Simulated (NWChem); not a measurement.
System: CH5F2NSi; SMILES NC[SiH](F)F

The following NWChem deck was run.

```
start job
memory heap 200 mb stack 900 mb global 1100 mb
geometry units angstroms noautoz
  N      0.082236     2.267694     0.008536
  C     -0.756349     1.112608    -0.303909
  Si    -0.023626    -0.487546     0.314737
  F      1.458482    -0.619412    -0.329111
  F     -0.860366    -1.785481    -0.168066
  H      0.174531     2.400379     1.013816
  H      1.023191     2.145089    -0.360953
  H     -0.910012     1.052437    -1.395729
  H     -1.765845     1.265122     0.115176
  H      0.132556    -0.550980     1.789619
end
basis spherical
  * library 6-31+g*
end
dft
  xc pbe0
  iterations 150
  vectors input atomic output neutral.movecs
end
task dft energy
charge 1
dft
  odft
  mult 2
  vectors input atomic output cation.movecs
end
task dft energy
charge -1
dft
  odft
  mult 2
  vectors input atomic output anion.movecs
end
task dft energy
```

Excerpt of the output:

```
             Northwest Computational Chemistry Package (NWChem) 7.3.0
             --------------------------------------------------------

 C1  symmetry detected

                             Geometry "geometry" -> ""
                             -------------------------

 Output coordinates in angstroms (scale by  1.889725989 to convert to a.u.)

  No.       Tag          Charge          X              Y              Z
 ---- ---------------- ---------- -------------- -------------- --------------
    1 N                    7.0000    -0.00363878     2.26159842     0.01491353
    2 C                    6.0000    -0.77915952     1.07302779    -0.33284757
    3 Si                  14.0000    -0.01509193    -0.49472976     0.32929719
    4 F                    9.0000     1.50121125    -0.56930298    -0.23976917
    5 F                    9.0000    -0.77464434    -1.82647817    -0.18780447
    6 H                    1.0000     0.03330601     2.40090981     1.02285151
    7 H                    1.0000     0.95862051     2.17551754    -0.30695222
    8 H                    1.0000    -0.87593200     1.00346101    -1.43061773
    9 H                    1.0000    -1.81347033     1.18640919     0.03501209
   10 H                    1.0000     0.07008930    -0.54740630     1.81039913

 Effective nuclear repulsion energy (a.u.)     249.6929401952

                                 NWChem DFT Module
                                 -----------------

 Summary of "ao basis" -> "ao basis" (spherical)
 ------------------------------------------------------------------------------
       Tag                 Description            Shells   Functions and Types
 ---------------- ------------------------------  ------  ---------------------
 N                          6-31+g*                  8       18   4s3p1d
 C                          6-31+g*                  8       18   4s3p1d
 Si                         6-31+g*                 10       22   5s4p1d
 F                          6-31+g*                  8       18   4s3p1d
 H                          6-31+g*                  2        2   2s

            General Information
            -------------------
          SCF calculation type: DFT
          Wavefunction type:  closed shell.
          No. of atoms     :    10
          No. of electrons :    50
           Alpha electrons :    25
            Beta electrons :    25
          Charge           :     0
          Spin multiplicity:     1
          Use of symmetry is: off; symmetry adaption is: off
          Maximum number of iterations: 150
          AO basis - number of functions:   104
                     number of shells:    52
          Convergence on energy requested:  1.00D-06
          Convergence on density requested:  1.00D-05
          Convergence on gradient requested:  5.00D-04

              XC Information
              --------------
                         PBE0 Method XC Functional
                     Hartree-Fock (Exact) Exchange  0.250
          PerdewBurkeErnzerhof Exchange Functional  0.750
            Perdew 1991 LDA Correlation Functional  1.000 local
           PerdewBurkeErnz. Correlation Functional  1.000 non-local

             Grid Information
             ----------------
          Grid used for XC integration:  medium
          Radial quadrature: Mura-Knowles
          Angular quadrature: Lebedev.
          Tag              B.-S. Rad. Rad. Pts. Rad. Cut. Ang. Pts.
          ---              ---------- --------- --------- ---------
          N                   0.65       49          12.0       434
          C                   0.70       49          11.0       434
          Si                  1.10       88          11.0       590
          F                   0.50       49          13.0       434
          H                   0.35       45          12.0       434
          Grid pruning is: on
          Number of quadrature shells:   509
          Spatial weights used:  Erf1

      Superposition of Atomic Density Guess
      -------------------------------------

 Sum of atomic energies:        -582.02458618

      Non-variational initial energy
      ------------------------------

 Total energy =    -583.825095
 1-e energy   =   -1301.764475
 2-e energy   =     468.246439
 HOMO         =      -0.282645
 LUMO         =       0.027165

   convergence    iter        energy       DeltaE   RMS-Dens  Diis-err
 ---------------- ----- ----------------- --------- --------- ---------
 d= 0,ls=0.0,diis     1   -584.6324650683 -8.34D+02  1.54D-02  9.07D-01
 d= 0,ls=0.0,diis     2   -584.5883424639  4.41D-02  7.51D-03  1.68D+00
 d= 0,ls=0.0,diis     3   -584.7293216078 -1.41D-01  1.43D-03  1.70D-02
 d= 0,ls=0.0,diis     4   -584.7305397319 -1.22D-03  5.57D-04  1.85D-03
 d= 0,ls=0.0,diis     5   -584.7307267615 -1.87D-04  1.26D-04  2.81D-04
  Resetting Diis
 d= 0,ls=0.0,diis     6   -584.7307576018 -3.08D-05  2.28D-05  5.13D-06
 d= 0,ls=0.0,diis     7   -584.7307582430 -6.41D-07  7.15D-06  2.17D-07

         Total DFT energy =     -584.730758243008
      One electron energy =    -1305.321233389449
           Coulomb energy =      526.615152988917
    Exchange-Corr. energy =      -55.717618037678
 Nuclear repulsion energy =      249.692940195202

 Numeric. integr. density =       49.999998968103

                       DFT Final Molecular Orbital Analysis
                       ------------------------------------

[...]
```

Level: PBE0/6-31+G* (spherical d), vertical spin-unrestricted ions. The geometry was optimised at PBE0/def2-SVP.
